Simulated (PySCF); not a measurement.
Rows and methods have been separated. Pair them.

Compound: C2H9BOSi.
InChI=1S/C2H9BOSi/c1-3-4-2-5/h3H,2H2,1,5H3

The closed-shell ground state was solved 7 times with PySCF (density fitting, gas phase), always in the pcSseg-1 basis (137 functions), with these functionals: B3LYP, HF, KT2, LC-wPBE, LDA, mPW1PW91 and wB97X-D. Geometry: PBE0-D3(BJ)/def2-SVP, one conformer, isolated molecule.

```json
{"row": "P", "total energy (Eh)": "-471.1316", "HOMO (eV)": "-10.16", "LUMO (eV)": "1.97", "dipole (D)": "1.83"}
{"row": "Q", "total energy (Eh)": "-476.6838", "HOMO (eV)": "-6.95", "LUMO (eV)": "-0.95", "dipole (D)": "1.76"}
{"row": "R", "total energy (Eh)": "-471.1564", "HOMO (eV)": "-8.31", "LUMO (eV)": "0.09", "dipole (D)": "1.83"}
{"row": "S", "total energy (Eh)": "-471.2284", "HOMO (eV)": "-8.04", "LUMO (eV)": "-0.15", "dipole (D)": "1.82"}
{"row": "T", "total energy (Eh)": "-470.9894", "HOMO (eV)": "-11.02", "LUMO (eV)": "2.44", "dipole (D)": "1.89"}
{"row": "U", "total energy (Eh)": "-468.4299", "HOMO (eV)": "-6.91", "LUMO (eV)": "-1.17", "dipole (D)": "1.91"}
{"row": "V", "total energy (Eh)": "-469.4392", "HOMO (eV)": "-11.51", "LUMO (eV)": "3.61", "dipole (D)": "1.82"}
```

**Question.** Which functional belongs to which row?

**Answer.** P = wB97X-D, Q = KT2, R = mPW1PW91, S = B3LYP, T = LC-wPBE, U = LDA, V = HF. By rising HOMO–LUMO gap: LDA (LDA) 5.74 eV; KT2 (GGA) 6.00 eV; B3LYP (global hybrid, 20 % exact exchange) 7.89 eV; mPW1PW91 (global hybrid, 25 % exact exchange) 8.40 eV; wB97X-D (range-separated hybrid) 12.13 eV; LC-wPBE (range-separated hybrid) 13.46 eV; HF (all exact exchange) 15.12 eV. Total energies of different functionals aren't bounds to one another; each is stationary for its own functional.

The values belong to the conformer `[CH3:1][BH:2][O:3][CH2:4][SiH3:5]`: C1–B2–O3–C4 1°, B2–O3–C4–Si5 97°.

wB97X-D is run here without its empirical dispersion term; that term would change no orbital, density or response property at a fixed geometry.
